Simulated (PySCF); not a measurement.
Species: F2GeH3P.
Bonds: F1–P2, P2–F3, P2–Ge4. Hydrogens: H5, H6, H7 on Ge4.

Level of theory: PBE0-D3(BJ)/def2-SVP geometry optimisation, gas phase (PySCF).

(1) Give the optimised bond lengths and angles.

Answers

(1) 
| bond | length (Å) | order |
| --- | --- | --- |
| F1–P2, P2–F3 | 1.623 | single |
| P2–Ge4 | 2.360 | single |
| Ge4–H5, Ge4–H6, Ge4–H7 | 1.537 | single |

Bonds in one row agree within 0.01 Å and their mean is given. Orders are formal, as drawn. A selection of angles:
| angle | degrees |
| --- | --- |
| F1–P2–F3 | 98.7 |
| F1–P2–Ge4 | 95.0 |
| P2–Ge4–H5 | 108.1 |
| P2–Ge4–H6 | 109.0 |
| H5–Ge4–H6 | 110.5 |
| H6–Ge4–H7 | 109.8 |

Ge4 (germanium bonded to P and 3 H) is tetrahedral (angles from 108.1° to 110.6°). P2 (three-coordinate phosphorus) is pyramidal (angles 98.7°, 95.2° and 95.0°, sum 288.9°, 0.91 Å off the plane of its three neighbours).

Point group: Cs (tolerance 0.08 Å). Not checked by PBE0-D3(BJ)/def2-SVP frequencies.
